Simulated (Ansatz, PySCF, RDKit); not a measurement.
Complex: H2 (SMILES [H][H]) (first 2 atoms) with C4H6 (SMILES C=CC=C); geometry from B3LYP-D3(BJ)/def2-TZVP, rigid monomers moved along the line of their centres of mass till H2···C4 is 2.80 Å.
(charge 0, multiplicity 1):
```xyz
12

H     -0.398    -0.772    -0.139
H     -0.315    -0.330     0.455
C      0.879     1.467     2.347
C     -0.031     0.757     3.018
C      0.098    -0.657     3.321
C     -0.815    -1.367     3.984
H      1.793     1.011     1.984
H      0.740     2.519     2.142
H     -0.937     1.244     3.367
H      1.004    -1.144     2.971
H     -0.679    -2.421     4.186
H     -1.730    -0.911     4.346
```

```csv
level,interaction energy (kcal/mol),cost
UFF,-0.22,-
HF/STO-3G (no counterpoise),0.49,-
HF/3-21G (no counterpoise),0.30,-
HF/6-31G*,1.13,-
PBE/def2-TZVPPD,0.05,×1
BP86/6-31G* (no counterpoise),0.58,-
r2SCAN-D4/def2-TZVPPD,-0.21,×2
B3LYP/6-31G* (no counterpoise),0.23,-
B3LYP/def2-TZVPPD,0.70,×1
B3LYP-D3(BJ)/def2-TZVPPD,-0.31,×1
wB97X-V/def2-TZVPPD,-0.32,×3
wB97M-V/def2-TZVPPD,-0.32,×3
MP2/aug-cc-pVDZ,-0.17,-
CCSD(T)/aug-cc-pVDZ,-0.07,×10
```

The rows run from -0.32 (wB97M-V/def2-TZVPPD) to 1.13 kcal/mol (HF/6-31G*). The dispersion term adds -1.01 in B3LYP-D3(BJ). The 4 functionals in def2-TZVPPD without D3 or D4 span 1.03, from wB97M-V to B3LYP.

Monomers are frozen at their geometry in the pair; levels with a basis set take the counterpoise correction. Rows marked so take none. RDKit's UFF carries no charges.

Cores are frozen in the correlated methods. Rows in 3-21G, 6-31G*, STO-3G carry no dispersion term and start afresh at each structure (6-31G* with six Cartesian d functions).

Codes used: Ansatz (a first-principles code); PySCF for 3-21G rows, 6-31G* rows, STO-3G rows, the dispersion terms; RDKit for the force fields. Each number belongs to the level named beside it.

Costs are rough ratios of core time to PBE/def2-TZVPPD (about 11 s over the structures, on one shared machine); a dash marks a level with no comparable run of its own.
